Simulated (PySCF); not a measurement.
Sb(Br)(Me)2 (C2H6BrSb), SMILES [CH3][Sb]([CH3])[Br]. Atoms are numbered in the order given.

```xyz
10

Sb    -0.7475     0.4379     0.0000
Br     1.7400    -0.1060     0.0000
C     -1.2365    -0.9568     1.5807
H     -0.8868    -0.5622     2.5445
H     -2.3294    -1.0852     1.6174
H     -0.7544    -1.9235     1.3811
C     -1.2365    -0.9568    -1.5807
H     -0.8868    -0.5622    -2.5445
H     -0.7544    -1.9235    -1.3811
H     -2.3294    -1.0852    -1.6174
```

The structure is a stationary point at PBE0-D3(BJ)/def2-SVP. The structure was generated by enumeration; whether it is a known compound was not checked. The def2 effective core potentials stand for the cores of Sb; spin–orbit coupling is left out.

Level of theory: CAM-B3LYP/def2-TZVP in PySCF.

Symmetry labels are those of the subgroup Cs that the program uses (full group Cs).

Computed valence orbital energies around the gap with their symmetry:
```csv
orbital,symmetry,energy (eV)
HOMO−7,A',-13.38
HOMO−6,A",-13.01
HOMO−5,A",-12.88
HOMO−4,A',-10.57
HOMO−3,A",-10.41
HOMO−2,A',-9.64
HOMO−1,A",-9.10
HOMO,A',-8.25
LUMO,A',-0.46
LUMO+1,A",0.62
LUMO+2,A',1.60
LUMO+3,A',1.99
```
